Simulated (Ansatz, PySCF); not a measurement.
Two conformers of C4H8O (SMILES CCCC=O), B3LYP-D3(BJ)/def2-TZVP minima.
Conformer 1 (charge 0, multiplicity 1):
```xyz
13

C     -1.7618    -0.1552    -0.3604
C     -0.3768    -0.5661     0.1299
C      0.6556     0.5373    -0.0520
C      2.0438     0.1934     0.4128
O      2.3696    -0.8589     0.8980
H     -2.4842    -0.9606    -0.2197
H     -1.7478     0.0961    -1.4239
H     -2.1307     0.7199     0.1803
H     -0.0392    -1.4597    -0.3995
H     -0.4177    -0.8443     1.1852
H      0.7371     0.8400    -1.1047
H      0.3597     1.4539     0.4761
H      2.7925     1.0041     0.2780
```
Conformer 2 (charge 0, multiplicity 1):
```xyz
13

C      1.779     0.114    -0.226
C      0.293     0.239    -0.548
C     -0.599    -0.208     0.618
C     -2.055    -0.167     0.250
O     -2.892     0.497     0.804
H      2.044     0.720     0.643
H      2.393     0.447    -1.064
H      2.047    -0.921    -0.003
H      0.054     1.275    -0.801
H      0.057    -0.358    -1.434
H     -0.351    -1.245     0.878
H     -0.439     0.413     1.501
H     -2.332    -0.805    -0.619
```

No zero-point or thermal terms.

Rows in 6-31G* carry no dispersion term and start afresh at each structure (6-31G* with six Cartesian d functions).

Programs: Ansatz (Gaussian basis) for Hartree–Fock, density functionals and correlated methods; PySCF for 6-31G* rows, the dispersion terms. Values without a source in brackets are computed.

**Question.** What is the computed electronic energy of conformer 2 less that of conformer 1 (BLYP-D4/def2-TZVPP)?

**Answer.** 3 kJ/mol

Ansatz is a program for electronic structure.
